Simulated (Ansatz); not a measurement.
`N[PH][Ga]([OH])[O][AlH2]`. Total charge 0; spin multiplicity 1. The structure was optimised at the PBE0-D4/def2-TZVP level. It is one conformer, not always the lowest.

```xyz
12

N     2.192    0.323    0.079
P     1.503   -0.020    1.601
Ga   -0.740   -0.345    1.133
O    -1.920   -1.079    2.253
O    -1.447    0.215   -0.412
Al   -1.082    0.597   -2.007
H     2.588    1.247    0.012
H     1.748    0.045   -0.783
H     1.764   -1.415    1.705
H    -2.809   -1.089    1.888
H     0.369    0.225   -2.549
H    -2.165    1.298   -2.919
```

**Question.** What is the dipole moment at ωB97M-V/def2-TZVPP? (Best estimate.)

**Answer.** The calculation gave: 1.85 D, with components (0.25, 0.71, -1.69) D in this frame, pointing from negative to positive charge.

**Question.** And with PBE, r2SCAN, B3LYP? (An estimate is asked.)

**Answer.** Ansatz gave: PBE 1.81 D, r2SCAN 1.88 D, B3LYP 1.87 D.

**Question.** Give the Mulliken charges with ωB97M-V, B3LYP, r2SCAN in def2-TZVPP. (An estimate is asked.)

**Answer.** The calculation gave: 
```tsv
atom	ωB97M-V	B3LYP	r2SCAN
N1	-0.35	-0.37	-0.39
P2	0.01	0.04	0.02
Ga3	0.46	0.46	0.49
O4	-0.41	-0.41	-0.43
O5	-0.41	-0.39	-0.43
Al6	0.42	0.46	0.51
H7	0.14	0.16	0.18
H8	0.15	0.16	0.17
H9	0.06	0.03	0.02
H10	0.17	0.18	0.19
H11	-0.15	-0.17	-0.19
H12	-0.10	-0.13	-0.14
```

B3LYP here is the variant with VWN-RPA as its local correlation; programs differ in this.
